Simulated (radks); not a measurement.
Results of a calculation; reference values are marked as such.
Isoelectronic series with 42 electrons, all held in the configuration [Kr] 4d5 5s1, which need not be the ground one along the series. Level of theory: scalar-relativistic Kohn-Sham, r2SCAN, spin-polarised, spherical densities, finite nucleus; open shells are filled with parallel spins first (spin-orbit coupling, left out, can overturn this in heavy ions); meta-GGA in the generalised Kohn-Sham scheme; Fermi nuclear charge, rms radius of each element as measured or else 0.836 A^(1/3) + 0.57 fm (a radial shooting solver on a logarithmic mesh with Libxc functionals). Total energies (hartree) and orbital eigenvalues (eV):

ion   E (hartree)      4d up      5s up    4p down
Mo    -4049.36168    -4.8189    -4.8806   -36.6489
Tc+   -4286.08726   -15.7726   -12.4266   -51.1020
Ru2+  -4530.43380   -29.6568   -21.8170   -68.6892
Rh3+  -4782.40557   -46.0164   -32.8094   -88.8525
Pd4+  -5042.01465   -64.6199   -45.2789  -111.3221
Ag5+  -5309.28530   -85.3320   -59.1504  -135.9477
Cd6+  -5584.24184  -108.0655   -74.3751  -162.6365
In7+  -5866.92101  -132.7605   -90.9191  -191.3272
Sn8+  -6157.35311  -159.3737  -108.7586  -221.9776
Sb9+  -6455.57760  -187.8725  -127.8763  -254.5575

4d up drops below 5s up between Mo and Tc+.
